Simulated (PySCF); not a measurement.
Be (beryllium, neutral) across methods

[He] 2s1 3d1, high-spin 3D determinant (an excited configuration). All numbers are calculated (PySCF 2.14, no relativity, point nucleus, in aug-cc-pVQZ with one added diffuse shell each of s, p, d, f, g type (7s6p5d4f3g, 105 functions)).

```
 method  E (hartree)  mean ε 1s β (eV)  mean ε 2s α (eV)  mean ε 3d α (eV)  Σ⟨r²⟩ (bohr²)   ⟨S²⟩
    PBE     -14.3721           -113.55           -10.866            -0.983          87.93  2.000
LC-wPBE     -14.3682           -119.74           -14.681            -1.689          93.60  2.000
 r2SCAN     -14.3920           -116.11           -11.068            -0.876          89.90  2.000
   BLYP     -14.4015           -113.98           -10.711            -0.871          89.36  2.000
    UHF    -14.33269           -135.83           -14.696            -1.506          95.11  2.000
 M06-2X     -14.3958           -124.75           -12.808            -1.219          91.79  2.000
  B97-3     -14.4033           -120.11           -11.926            -1.190          91.61  2.000
    LDA     -14.1855           -112.27           -10.710            -0.893          86.96  2.000
   PBE0     -14.3764           -119.34           -11.932            -1.167          90.26  2.000
```

The outer electron is Rydberg-like, and this basis confines it to a smaller radius and binds it less than a complete one would.
